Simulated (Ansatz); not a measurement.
Total energies of Ge20H28, a nanocrystal cut from cubic germanium from Ansatz at PBE-D4/def2-TZVP, gas phase (1 Eh = 27.2114 eV = 2625.5 kJ/mol). The reference geometry is relaxed at PBE-D4/def2-SVP.

```xyz
48

Ge   -2.362   -1.745   -3.459
Ge   -3.330   -0.647    3.102
Ge    1.143   -0.821    3.733
Ge    1.695   -1.618   -3.173
Ge    3.341   -1.232    0.444
Ge   -0.615   -1.214    0.100
Ge   -2.563    1.824   -1.516
Ge   -0.768    2.295    1.987
Ge    1.526    1.889   -1.275
Ge    3.189    2.286    2.380
Ge   -2.814   -1.804    1.010
Ge   -0.401   -2.291   -2.097
Ge   -2.688    0.669   -3.669
Ge    1.247   -1.899    1.536
Ge   -2.954    1.765    2.958
Ge    1.085    1.608    3.435
Ge    3.560   -2.311   -1.744
Ge    1.826    0.810   -3.453
Ge    3.374    1.207    0.188
Ge   -0.577    1.219   -0.212
H    -2.218   -2.379   -4.875
H    -3.622   -2.368   -2.789
H    -4.816   -0.916    3.489
H    -2.438   -1.234    4.232
H     2.423   -1.200    4.540
H    -0.094   -1.316    4.539
H     1.813   -2.312   -4.567
H     4.537   -1.645    1.361
H    -3.813    1.438   -0.671
H    -2.604    3.367   -1.729
H    -0.673    3.843    1.786
H     1.542    3.443   -1.433
H     4.394    1.861    3.273
H     3.235    3.834    2.218
H    -2.906   -3.346    1.210
H    -3.882   -1.409   -0.053
H    -0.356   -3.839   -1.883
H    -4.073    0.949   -4.325
H    -1.596    1.249   -4.612
H     1.221   -3.453    1.694
H    -3.071    2.399    4.377
H    -4.062    2.396    2.066
H     0.945    2.302    4.827
H     3.563   -3.859   -1.577
H     4.913   -1.896   -2.396
H     3.236    1.179   -4.007
H     0.765    1.313   -4.476
H     4.724    1.611   -0.489
```

```tsv
state	geometry	energy (Eh)
charge 0 singlet	reference	-41551.15377
charge 1 doublet	reference	-41550.88072
charge -1 doublet	reference	-41551.18050
free Ge atom (triplet)	–	-2076.60177
free H atom (doublet)	–	-0.49962
```

Single mean-field runs in def2-TZVP are fitted with def2-universal-jkfit.

**Question.** Work out the vertical ionisation energy to the doublet.

**Answer.** E(charge 1 doublet) − E(charge 0 singlet) = -41550.88072 − (-41551.15377) = 0.27305 Eh = 7.43 eV. For comparison, −ε of the highest occupied level is 5.95 eV at this level, 1.48 eV less.

**Question.** Work out the vertical electron affinity, to the doublet.

**Answer.** E(charge 0 singlet) − E(charge -1 doublet) = -41551.15377 − (-41551.18050) = 0.02673 Eh = 0.73 eV. The basis lacks diffuse functions, which makes affinities too small.

**Question.** Give the fundamental gap IE − EA, the Mulliken electronegativity (IE + EA)/2 and the hardness (IE − EA)/2.

**Answer.** From the values in Eh: IE − EA = 0.27305 − 0.02673 = 0.24632 Eh = 6.70 eV; (IE + EA)/2 = 4.08 eV; (IE − EA)/2 = 3.35 eV. The HOMO–LUMO gap of the same run is 3.94 eV, 2.76 eV smaller than the fundamental gap.

**Question.** What is the binding energy per atom against free atoms?

**Answer.** Atoms: 20 × (-2076.60177) + 28 × (-0.49962) = -41546.02476 Eh. Binding: -41546.02476 − (-41551.15377) = 5.12901 Eh = 139.57 eV, or 2.91 eV for each of 48 atoms (no zero-point energy, no counterpoise term).

At PBE-D4/def2-TZVP the gap within one spin of the charge 1 doublet nearly closes, so an electron or hole may be smeared out by delocalisation error. At PBE-D4/def2-TZVP the highest occupied level of the charge -1 doublet lies above zero (up to 0.68 eV). By energy differences its removal costs 0.73 eV (vertical, to the charge 0 singlet, at PBE-D4/def2-TZVP); self-interaction error and the lack of diffuse functions both raise the level.
